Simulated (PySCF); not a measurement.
**[Nd(H2O)2]3+: from a saddle point downhill**

PySCF 2.14.0, RKS BP86, Nd lcecp-1-SVP with ECP49, O def2-SVP, H def2-SVP; non-relativistic Hamiltonian with scalar-relativistic core potentials where named; density fitting; no spin-orbit coupling. Relaxed within the symmetry of its start, the geometry (D2d) is

```xyz
7

Nd    0.0000    0.0000    0.0000
O     0.0000    0.0000    2.3332
H     0.5518    0.5518    2.9662
H    -0.5518   -0.5518    2.9662
O     0.0000    0.0000   -2.3332
H     0.5518   -0.5518   -2.9662
H    -0.5518    0.5518   -2.9662
```

and its lowest harmonic modes are -64, -64, 178, 395, 399, 614 cm⁻¹ (negative: unstable). It was moved along the lowest mode and relaxed again.

Problem. Where does it end, and how much lower?

Solution. In C1, 0.222 eV lower, after 40 steps:
```xyz
7

Nd    0.1538    1.0522   -0.0064
O     0.0672   -0.1737    1.9282
H     0.1128    0.1678    2.8736
H    -0.0290   -1.1650    2.0602
O    -0.0876   -0.1741   -1.9275
H     0.0571   -1.1552   -2.0890
H    -0.3549    0.1594   -2.8390
```

Problem. How do the contacts change?

Solution. 
```csv
contact,saddle (Å),end (Å)
Nd1–O2 (H2O),2.333,2.292
Nd1–O5 (H2O),2.333,2.292
```


Problem. Is the end a minimum?

Solution. Yes, as far as the noise of the softest modes lets one tell (those above −25 cm⁻¹ count as noise); lowest modes 24, 78, 91, 412, 420, 616 cm⁻¹.

An lcecp potential fixes the number of 4f electrons, so in runs with it no electron can move into or out of that shell.

State: singlet in the valence, with the 4f electrons in the core potential.
